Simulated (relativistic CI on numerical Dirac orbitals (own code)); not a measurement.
**Ta⁴⁺: 5p photoemission**

Computed with this model: Dirac-Coulomb-Breit CI, KLI orbitals optimised for each configuration, model QED (radiative potential, 1s self-energy scaled to tabulated hydrogen-like ionisation energies), valence Slater integrals scaled by 0.7, multiplet model of photoemission in the sudden approximation; configurations [Xe] 4f14 5d → [Kr] 4d10 4f14 5s2 5p5 5d; 80 K; Lorentzian 2.1 eV and Gaussian 0.6 eV FWHM. Energies are those of the free ion, without screening or charge transfer. The energies are binding energies and can lie tens of eV above those of solids. S is read from ⟨S²⟩ = S(S + 1).

Field parameters in Wybourne normalisation: Oh B⁴₀ = 21Dq, B⁴₄ = √(5/14) B⁴₀. The field is a parameter set, without covalency.

free ion: ground-state S = 0.50, centroid 88.06 eV. Peaks (eV, height): 84.6 (100), 89.0 (16), 93.6 (41), 98.4 (21).

Oh, 10Dq = 23450 cm⁻¹: ground-state S = 0.50, centroid 88.11 eV. Peaks (eV, height): 84.6 (100), 90.8 (15), 93.8 (44), 99.8 (10).

Strongest unbroadened transitions for Oh, 10Dq = 23450 cm⁻¹:

```tsv
Energy (eV)	Relative strength
83.30	33.7
83.77	90.1
84.45	98.6
84.52	31.9
84.55	49.8
84.76	83.7
85.04	33.2
85.17	36.3
85.44	55.1
86.74	13.4
87.32	7.4
87.59	1.0
90.62	25.1
93.78	67.7
93.80	100.0
94.63	2.7
96.13	59.6
99.92	29.2
```
